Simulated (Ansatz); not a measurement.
Molecular dynamics of AlFH$_{6}$O$_{2}$Si$_{2}$

Input file:

```yaml
crystal:
  periodic: [false, false, false]
  atoms:
    - { symbol: Al, position_ang: [-0.007619, -0.232959, 0.030873] }
    - { symbol: F, position_ang: [0.165377, 0.992165, 1.220744] }
    - { symbol: O, position_ang: [1.400761, -0.8454, -0.69395] }
    - { symbol: Si, position_ang: [2.837932, -1.437824, -1.398074] }
    - { symbol: H, position_ang: [2.517107, -2.573549, -2.35] }
    - { symbol: H, position_ang: [3.52807, -0.329305, -2.167403] }
    - { symbol: H, position_ang: [3.76866, -1.948864, -0.316574] }
    - { symbol: O, position_ang: [-1.57652, -0.759995, -0.349513] }
    - { symbol: Si, position_ang: [-3.167988, -1.265623, -0.701773] }
    - { symbol: H, position_ang: [-3.505877, -2.494642, 0.118495] }
    - { symbol: H, position_ang: [-4.151157, -0.160899, -0.370101] }
    - { symbol: H, position_ang: [-3.285647, -1.604903, -2.174723] }
basis:
  gaussian: { orbitals: "6-31G" }
hamiltonian:
  xc: pbe
  dispersion: d4
md:
  timestep: 0.25
  n_steps: 100
  ensemble: nve
  temperature: 700.0
  initial_velocities: maxwell_boltzmann
  seed: 287837
```

Command:

```bash
$ ansatz run input.yaml --threads 1 --pin off --max-ram 2048MiB --backend cpu --events-out ev --progress --plain --runs-dir out
```

It starts from a relaxed structure.

Output, in part (one step line in 2, the closing report, with atoms numbered from 0):

```
md step     0: t =     0.00 fs  T =   700.0 K  F+E_penalty+E_count = -29242.52561229 eV  E_kin = 0.904820 eV  conserved = -29241.62079230 eV  (26 SCF iters)
md step     2: t =     0.50 fs  T =   693.3 K  F+E_penalty+E_count = -29242.51688618 eV  E_kin = 0.896103 eV  conserved = -29241.62078322 eV  (23 SCF iters)
md step     4: t =     1.00 fs  T =   673.7 K  F+E_penalty+E_count = -29242.49151440 eV  E_kin = 0.870775 eV  conserved = -29241.62073958 eV  (23 SCF iters)
md step     6: t =     1.50 fs  T =   643.5 K  F+E_penalty+E_count = -29242.45239071 eV  E_kin = 0.831725 eV  conserved = -29241.62066590 eV  (23 SCF iters)
md step     8: t =     2.00 fs  T =   606.3 K  F+E_penalty+E_count = -29242.40428311 eV  E_kin = 0.783711 eV  conserved = -29241.62057232 eV  (23 SCF iters)
md step    10: t =     2.50 fs  T =   566.8 K  F+E_penalty+E_count = -29242.35314138 eV  E_kin = 0.732666 eV  conserved = -29241.62047529 eV  (23 SCF iters)
md step    12: t =     3.00 fs  T =   529.7 K  F+E_penalty+E_count = -29242.30506652 eV  E_kin = 0.684672 eV  conserved = -29241.62039434 eV  (23 SCF iters)
md step    14: t =     3.50 fs  T =   498.8 K  F+E_penalty+E_count = -29242.26513999 eV  E_kin = 0.644794 eV  conserved = -29241.62034572 eV  (22 SCF iters)
md step    16: t =     4.00 fs  T =   476.6 K  F+E_penalty+E_count = -29242.23643163 eV  E_kin = 0.616095 eV  conserved = -29241.62033696 eV  (21 SCF iters)
md step    18: t =     4.50 fs  T =   463.5 K  F+E_penalty+E_count = -29242.21950220 eV  E_kin = 0.599136 eV  conserved = -29241.62036614 eV  (22 SCF iters)
md step    20: t =     5.00 fs  T =   458.1 K  F+E_penalty+E_count = -29242.21254766 eV  E_kin = 0.592126 eV  conserved = -29241.62042153 eV  (22 SCF iters)
md step    22: t =     5.50 fs  T =   457.7 K  F+E_penalty+E_count = -29242.21209629 eV  E_kin = 0.591610 eV  conserved = -29241.62048655 eV  (28 SCF iters)
md step    24: t =     6.00 fs  T =   459.1 K  F+E_penalty+E_count = -29242.21397177 eV  E_kin = 0.593424 eV  conserved = -29241.62054756 eV  (23 SCF iters)
md step    26: t =     6.50 fs  T =   459.2 K  F+E_penalty+E_count = -29242.21419380 eV  E_kin = 0.593598 eV  conserved = -29241.62059534 eV  (22 SCF iters)
md step    28: t =     7.00 fs  T =   455.7 K  F+E_penalty+E_count = -29242.20961027 eV  E_kin = 0.588986 eV  conserved = -29241.62062428 eV  (22 SCF iters)
md step    30: t =     7.50 fs  T =   446.8 K  F+E_penalty+E_count = -29242.19821501 eV  E_kin = 0.577581 eV  conserved = -29241.62063415 eV  (22 SCF iters)
md step    32: t =     8.00 fs  T =   432.1 K  F+E_penalty+E_count = -29242.17921385 eV  E_kin = 0.558587 eV  conserved = -29241.62062670 eV  (22 SCF iters)
md step    34: t =     8.50 fs  T =   411.8 K  F+E_penalty+E_count = -29242.15295682 eV  E_kin = 0.532353 eV  conserved = -29241.62060359 eV  (22 SCF iters)
md step    36: t =     9.00 fs  T =   387.0 K  F+E_penalty+E_count = -29242.12082482 eV  E_kin = 0.500258 eV  conserved = -29241.62056710 eV  (22 SCF iters)
md step    38: t =     9.50 fs  T =   359.4 K  F+E_penalty+E_count = -29242.08510215 eV  E_kin = 0.464583 eV  conserved = -29241.62051941 eV  (22 SCF iters)
md step    40: t =    10.00 fs  T =   331.4 K  F+E_penalty+E_count = -29242.04881910 eV  E_kin = 0.428355 eV  conserved = -29241.62046364 eV  (23 SCF iters)
md step    42: t =    10.50 fs  T =   305.7 K  F+E_penalty+E_count = -29242.01551889 eV  E_kin = 0.395113 eV  conserved = -29241.62040560 eV  (22 SCF iters)
md step    44: t =    11.00 fs  T =   285.1 K  F+E_penalty+E_count = -29241.98890345 eV  E_kin = 0.368551 eV  conserved = -29241.62035226 eV  (22 SCF iters)
md step    46: t =    11.50 fs  T =   272.4 K  F+E_penalty+E_count = -29241.97235904 eV  E_kin = 0.352047 eV  conserved = -29241.62031221 eV  (22 SCF iters)
md step    48: t =    12.00 fs  T =   269.3 K  F+E_penalty+E_count = -29241.96840933 eV  E_kin = 0.348116 eV  conserved = -29241.62029373 eV  (28 SCF iters)
md step    50: t =    12.50 fs  T =   276.9 K  F+E_penalty+E_count = -29241.97820300 eV  E_kin = 0.357900 eV  conserved = -29241.62030262 eV  (22 SCF iters)
md step    52: t =    13.00 fs  T =   294.6 K  F+E_penalty+E_count = -29242.00116631 eV  E_kin = 0.380826 eV  conserved = -29241.62034022 eV  (22 SCF iters)
md step    54: t =    13.50 fs  T =   320.7 K  F+E_penalty+E_count = -29242.03493018 eV  E_kin = 0.414527 eV  conserved = -29241.62040290 eV  (22 SCF iters)
md step    56: t =    14.00 fs  T =   352.1 K  F+E_penalty+E_count = -29242.07557485 eV  E_kin = 0.455093 eV  conserved = -29241.62048184 eV  (22 SCF iters)
md step    58: t =    14.50 fs  T =   385.0 K  F+E_penalty+E_count = -29242.11815804 eV  E_kin = 0.497592 eV  conserved = -29241.62056650 eV  (22 SCF iters)
md step    60: t =    15.00 fs  T =   415.3 K  F+E_penalty+E_count = -29242.15741649 eV  E_kin = 0.536772 eV  conserved = -29241.62064418 eV  (23 SCF iters)
md step    62: t =    15.50 fs  T =   439.3 K  F+E_penalty+E_count = -29242.18852252 eV  E_kin = 0.567818 eV  conserved = -29241.62070467 eV  (22 SCF iters)
md step    64: t =    16.00 fs  T =   454.1 K  F+E_penalty+E_count = -29242.20777196 eV  E_kin = 0.587033 eV  conserved = -29241.62073905 eV  (22 SCF iters)
md step    66: t =    16.50 fs  T =   458.3 K  F+E_penalty+E_count = -29242.21313118 eV  E_kin = 0.592390 eV  conserved = -29241.62074149 eV  (22 SCF iters)
md step    68: t =    17.00 fs  T =   451.7 K  F+E_penalty+E_count = -29242.20458302 eV  E_kin = 0.583873 eV  conserved = -29241.62071045 eV  (22 SCF iters)
md step    70: t =    17.50 fs  T =   436.0 K  F+E_penalty+E_count = -29242.18421792 eV  E_kin = 0.563569 eV  conserved = -29241.62064921 eV  (22 SCF iters)
md step    72: t =    18.00 fs  T =   414.2 K  F+E_penalty+E_count = -29242.15601190 eV  E_kin = 0.535446 eV  conserved = -29241.62056609 eV  (22 SCF iters)
md step    74: t =    18.50 fs  T =   390.5 K  F+E_penalty+E_count = -29242.12524750 eV  E_kin = 0.504771 eV  conserved = -29241.62047632 eV  (28 SCF iters)
md step    76: t =    19.00 fs  T =   369.2 K  F+E_penalty+E_count = -29242.09759123 eV  E_kin = 0.477194 eV  conserved = -29241.62039753 eV  (22 SCF iters)
md step    78: t =    19.50 fs  T =   354.0 K  F+E_penalty+E_count = -29242.07798041 eV  E_kin = 0.457634 eV  conserved = -29241.62034680 eV  (22 SCF iters)
md step    80: t =    20.00 fs  T =   347.6 K  F+E_penalty+E_count = -29242.06958453 eV  E_kin = 0.449249 eV  conserved = -29241.62033511 eV  (22 SCF iters)
md step    82: t =    20.50 fs  T =   350.3 K  F+E_penalty+E_count = -29242.07315505 eV  E_kin = 0.452792 eV  conserved = -29241.62036278 eV  (22 SCF iters)
md step    84: t =    21.00 fs  T =   360.9 K  F+E_penalty+E_count = -29242.08697475 eV  E_kin = 0.466554 eV  conserved = -29241.62042097 eV  (22 SCF iters)
md step    86: t =    21.50 fs  T =   376.7 K  F+E_penalty+E_count = -29242.10739225 eV  E_kin = 0.486897 eV  conserved = -29241.62049488 eV  (22 SCF iters)
md step    88: t =    22.00 fs  T =   393.9 K  F+E_penalty+E_count = -29242.12972324 eV  E_kin = 0.509154 eV  conserved = -29241.62056897 eV  (22 SCF iters)
md step    90: t =    22.50 fs  T =   408.9 K  F+E_penalty+E_count = -29242.14920858 eV  E_kin = 0.528577 eV  conserved = -29241.62063153 eV  (21 SCF iters)
md step    92: t =    23.00 fs  T =   418.6 K  F+E_penalty+E_count = -29242.16177972 eV  E_kin = 0.541105 eV  conserved = -29241.62067520 eV  (22 SCF iters)
md step    94: t =    23.50 fs  T =   420.7 K  F+E_penalty+E_count = -29242.16453188 eV  E_kin = 0.543834 eV  conserved = -29241.62069822 eV  (22 SCF iters)
md step    96: t =    24.00 fs  T =   414.1 K  F+E_penalty+E_count = -29242.15592384 eV  E_kin = 0.535225 eV  conserved = -29241.62069893 eV  (22 SCF iters)
md step    98: t =    24.50 fs  T =   398.5 K  F+E_penalty+E_count = -29242.13581122 eV  E_kin = 0.515132 eV  conserved = -29241.62067906 eV  (23 SCF iters)
md step   100: t =    25.00 fs  T =   375.0 K  F+E_penalty+E_count = -29242.10538176 eV  E_kin = 0.484741 eV  conserved = -29241.62064106 eV  (27 SCF iters)
Total energy: -29242.10543972 eV, -1074.6275538988 hartree
Atom 0 at     0.002456    -0.127448    -0.073899 Å, force     0.137997    -0.121410     1.629360 eV/Å
Atom 1 at    -0.037805     0.925778     1.342795 Å, force     0.545128    -0.281758    -1.040301 eV/Å
Atom 2 at     1.401339    -0.843129    -0.745202 Å, force     0.292491     0.243214    -0.202958 eV/Å
Atom 3 at     2.851157    -1.504699    -1.430799 Å, force    -0.424655     0.392351    -0.060433 eV/Å
Atom 4 at     2.484647    -2.804265    -2.171076 Å, force     0.236948     0.233645     0.406623 eV/Å
Atom 5 at     3.466674    -0.554731    -2.435194 Å, force    -0.187317     0.090610    -0.213344 eV/Å
Atom 6 at     3.937774    -1.540273    -0.374325 Å, force    -0.159044    -0.434562     0.118538 eV/Å
Atom 7 at    -1.544618    -0.813162    -0.199449 Å, force     0.669725     0.275488    -0.281312 eV/Å
Atom 8 at    -3.082642    -1.228290    -0.692539 Å, force    -1.532531     0.088475    -0.664330 eV/Å
Atom 9 at    -3.623892    -2.356778     0.145869 Å, force    -0.123811     0.121859     0.328036 eV/Å
Atom 10 at    -4.023556     0.037179    -0.754454 Å, force     0.467079    -0.721805     0.179953 eV/Å
Atom 11 at    -3.072583    -1.835390    -2.080874 Å, force     0.077990     0.113892    -0.199833 eV/Å
Dipole moment:     0.184806    -0.172889    -0.535516 e Å
```

All steps were run. The conserved energy stayed within 0.042 meV per atom of its start (net change 0.013 meV per atom), so the integration is sound. A run of 0.025 ps of so small a system gives no equilibrium averages. Limits of this set-up: no polarisation functions.

The same pairs are bonded in the first frame and the last. Pairs count as bonded within 1.25 times the sum of covalent radii (0.12 Å more for H–H).

Last frame:

```xyz
12
Properties=species:S:1:pos:R:3
Al 0.003 -0.127 -0.074
F -0.038 0.926 1.343
O 1.401 -0.843 -0.745
Si 2.851 -1.505 -1.431
H 2.485 -2.804 -2.171
H 3.467 -0.555 -2.435
H 3.938 -1.540 -0.374
O -1.545 -0.813 -0.199
Si -3.083 -1.228 -0.693
H -3.624 -2.357 0.146
H -4.024 0.037 -0.754
H -3.073 -1.835 -2.081
```

Time of the run: 7.1 min on 1 thread of Arm Neoverse V2 (shared host), peak memory 0.14 GiB.
